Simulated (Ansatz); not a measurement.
Basis-set extrapolation for `C[CH]1[O][AlH]1` (PBE0-D4/def2-TZVP geometry, frozen core, Ansatz). Multiplicity 1, RHF reference.

```csv
,def2-TZVPP,def2-QZVPP
HF,-395.454685,-395.469413
MP2 correlation,-0.659129,-0.705635
CCSD(T) correlation,-0.715120,not run
```

Energies in hartree. Use E(X) = E(∞) + A·exp(−7.88·√X) for Hartree–Fock and E(X) = E(∞) + B·X^(−2.97) for correlation, with X = 3 and 4, and add CCSD(T) minus MP2 of the smaller set to the MP2 limit.

**Question.** What is the CCSD(T) energy at the basis-set limit?

**Answer.** HF limit: -395.469413 + (-0.014728) × 0.13774 = -395.47144. MP2 limit: -0.705635 + (-0.046506) × 0.74074 = -0.74008. Higher-order term: -0.715120 − (-0.659129) = -0.05599. Total: -396.26751 hartree, 256.5 kJ/mol below CCSD(T)/def2-TZVPP.
